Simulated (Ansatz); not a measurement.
`CC[N](C)[InH2]`, relaxed with RKS PBE0-D4/def2-TZVP in Ansatz 0.2.0 from a PBE-D4/def2-SVP geometry. The force threshold is 0.005 eV/Å; the program also tests the step.

Total charge 0; spin multiplicity 1. In takes the def2 core potential.

Start:

```xyz
15

C     1.751    0.821   -0.319
C     0.693    0.413    0.696
N    -0.481   -0.222    0.130
C    -1.451   -0.592    1.138
In   -0.861   -0.614   -1.864
H     1.349    1.550   -1.054
H     2.130   -0.055   -0.885
H     2.614    1.295    0.189
H     0.386    1.318    1.284
H     1.160   -0.269    1.454
H    -2.338   -1.077    0.681
H    -1.815    0.293    1.719
H    -1.026   -1.306    1.888
H     0.300   -0.168   -3.061
H    -2.410   -1.387   -1.996
```

```
step  energy (eV)  largest force (eV/Å)  largest move (Å)
   1   -9933.4566                 0.518             0.000
   2   -9933.5159                 0.163             0.050
   3   -9933.5214                 0.018             0.016
   4   -9933.5215                 0.011             0.004
   5   -9933.5215                 0.005             0.001
```

End:

```xyz
15

C     1.734    0.814   -0.314
C     0.685    0.408    0.693
N    -0.477   -0.221    0.119
C    -1.436   -0.585    1.131
In   -0.851   -0.606   -1.833
H     1.338    1.533   -1.037
H     2.110   -0.049   -0.870
H     2.582    1.282    0.191
H     0.376    1.299    1.268
H     1.143   -0.270    1.434
H    -2.314   -1.061    0.687
H    -1.784    0.293    1.697
H    -1.010   -1.288    1.863
H     0.282   -0.176   -3.036
H    -2.379   -1.372   -1.994
```

Hardware: 8 threads of an Arm Neoverse V2 on a shared host. Wall time 18 s, peak host memory 0.77 GiB.
